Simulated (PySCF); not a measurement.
Computed Raman spectrum (relative Raman activity) of a molecule C2H6O3Si. Geometry: B3LYP-D3(BJ)/def2-SVP. Other conformers were not sampled. These are B3LYP-D3(BJ)/def2-SVP (PySCF) values and carry that method's errors. Frequencies are harmonic and unscaled.

ν (cm⁻¹): 220 (vw), 584 (vw), 612 (w), 658 (vw), 754 (w), 780 (w), 840 (w), 911 (w), 939 (w), 993 (w), 1298 (vw), 1437 (w), 1447 (w), 1823 (vw), 2259 (vs), 2313 (s), 3051 (vs), 3129 (s), 3179 (s), 3879 (s) (against the strongest line: vs over 80 %, s over 45 %, m over 15 %, w over 4 %, vw less)

### Question
Which structure fits?
A. C[Si]1(O)OCO1
B. C=CO[SiH](O)O
C. CC(=O)O[SiH2]O
D. CC(=O)[SiH](O)O

### Answer
C, CC(=O)O[SiH2]O
